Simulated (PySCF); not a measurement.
# `[SiH3]C[C@H]1C#[N+][AlH2-][CH2]1`, C$_{4}$H$_{10}$AlNSi

Cartesian coordinates in Å; atom numbers follow the order of the lines, from 1:
```xyz
17

Si   -0.3168   -1.0953    1.1285
C    -0.6837   -0.8679   -0.7310
C    -1.3384    0.4754   -1.0422
C    -1.6617    0.6307   -2.4236
N    -2.2388    0.7398   -3.4281
Al   -3.9445    0.8802   -2.3071
C    -2.8196    0.6219   -0.5619
H    -1.5526   -1.0505    1.9086
H     0.3422   -2.3897    1.2908
H     0.5689   -0.0043    1.5437
H    -1.3343   -1.6658   -1.0952
H     0.2522   -0.9458   -1.2906
H    -0.7032    1.2966   -0.6996
H    -4.7253   -0.3703   -2.7762
H    -4.4260    2.3020   -2.6660
H    -3.0976   -0.3153   -0.0605
H    -2.8600    1.3984    0.2103
```

Method used: TDDFT B3LYP/def2-SVPD excited states, vertical, gas phase (PySCF). Geometry: GFN2-xTB.

(1) Give the one- and two-photon strengths of the lowest singlets.

Answers

(1) δ for parallel linear polarisation; σ at the peak of a Lorentzian of half width 0.1 eV, single beam; Ω is circular over linear.
```
state  E (eV)      f  photon λ (nm)  δ (au)  σ (GM)     Ω                main
   S1    5.24  0.024            473    38.1    0.38  0.75      HOMO→LUMO 0.97
   S2    5.33  0.009            466    29.4    0.31  1.50    HOMO−1→LUMO 0.98
   S3    5.45  0.005            455      18    0.20  0.65    HOMO→LUMO+1 0.95
   S4    5.71  0.007            435    34.8    0.41  0.51  HOMO−1→LUMO+1 0.96
   S5    6.37  0.011            389    78.5    1.17  0.69    HOMO→LUMO+2 0.93
```

Among these, the strongest one-photon state is S1, the strongest two-photon state S5, with a dipole change of 5.9 D (relaxed, norm of the difference vector).
